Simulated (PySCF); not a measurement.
## Correlation energy of Tl (thallium, neutral)

[Xe] 4f14 5d10 6s2 6p1, 2P determinant. All numbers are calculated (PySCF 2.14, scalar relativity through the core potential, in aug-cc-pVDZ-PP with ECP60MDF). Frozen: 5s2 5p6 5d10; 3 electrons correlated.

MP2 pair energies summed by pair of shells (mhartree):

```
 pair  energy  share (%)
6s-6s  -13.50       61.2
6s-6p   -8.57       38.8
```

Total MP2 correlation energy: -22.06 mhartree.

Same-spin part -2.02 and opposite-spin part -20.05 mhartree; SCS-MP2 scales them by 1/3 and 6/5 to -24.73 mhartree.

```json
{"level": "CCSD", "correlation energy (mhartree)": "-32.06"}
{"level": "(T)", "correlation energy (mhartree)": "-0.29"}
{"level": "CCSD(T)", "correlation energy (mhartree)": "-32.35"}
```

Diagnostics: T1 = 0.0093, D1 = 0.0213, largest double amplitude 0.043.

Spin-orbit coupling, absent here, splits the open shell strongly.

Cost of the coupled-cluster step: 0.31 s of wall time on 1 thread of AMD EPYC 7R43 64-Core Processor (shared host), for 3 correlated electrons.

Iterations:

```
CC2 = 0
CCSD nocc = (np.int64(2), np.int64(1)), nmo = (23, 23)
frozen orbitals [[0, 1, 2, 3, 4, 5, 6, 7, 8], [0, 1, 2, 3, 4, 5, 6, 7, 8]]
max_cycle = 100
direct = 0
conv_tol = 1e-08
conv_tol_normt = 1e-06
diis_space = 8
diis_start_cycle = 0
Init t2, MP2 energy = -0.022063567867771
Init E_corr(UCCSD) = -0.0220635678681754
cycle = 1  E_corr(UCCSD) = -0.0287001910907564  dE = -0.00663662322  norm(t1,t2) = 0.0451873
cycle = 2  E_corr(UCCSD) = -0.0308256811447618  dE = -0.00212549005  norm(t1,t2) = 0.0172937
cycle = 3  E_corr(UCCSD) = -0.0320686524308811  dE = -0.00124297129  norm(t1,t2) = 0.00728732
cycle = 4  E_corr(UCCSD) = -0.0320511985999181  dE = 1.7453831e-05  norm(t1,t2) = 0.00102637
cycle = 5  E_corr(UCCSD) = -0.0320592758879983  dE = -8.07728808e-06  norm(t1,t2) = 0.000163948
cycle = 6  E_corr(UCCSD) = -0.0320566044630195  dE = 2.67142498e-06  norm(t1,t2) = 3.19644e-05
cycle = 7  E_corr(UCCSD) = -0.0320578051509099  dE = -1.20068789e-06  norm(t1,t2) = 7.76895e-06
cycle = 8  E_corr(UCCSD) = -0.0320574819866786  dE = 3.23164231e-07  norm(t1,t2) = 2.07938e-06
cycle = 9  E_corr(UCCSD) = -0.0320575121619172  dE = -3.01752386e-08  norm(t1,t2) = 3.99585e-07
cycle = 10  E_corr(UCCSD) = -0.032057513325209  dE = -1.1632918e-09  norm(t1,t2) = 7.33327e-08
UCCSD converged
E(UCCSD) = -171.5445789612137  E_corr = -0.03205751332520898
UCCSD(T) correction = -0.000293327724388697
```
